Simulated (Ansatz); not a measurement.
`CC(C)O[Si]Cl`, charge 0, multiplicity 1.

Task: Give a relaxed structure at PBE0-D4/def2-TZVP (the Gaussian-basis code of Ansatz). (Estimate.)

Result: Ansatz gave: 
Cartesian coordinates in Å:
```
C 0.937 -0.924 0.864
C 0.137 0.092 0.082
C -0.254 -0.397 -1.295
O -1.053 0.382 0.822
Si -1.942 1.698 1.153
Cl -0.904 3.240 0.134
H 0.368 -1.849 0.982
H 1.868 -1.154 0.342
H 1.184 -0.542 1.856
H 0.709 1.020 -0.014
H 0.638 -0.639 -1.877
H -0.872 -1.295 -1.218
H -0.815 0.369 -1.833
```
This is one stationary point; other conformers may exist.
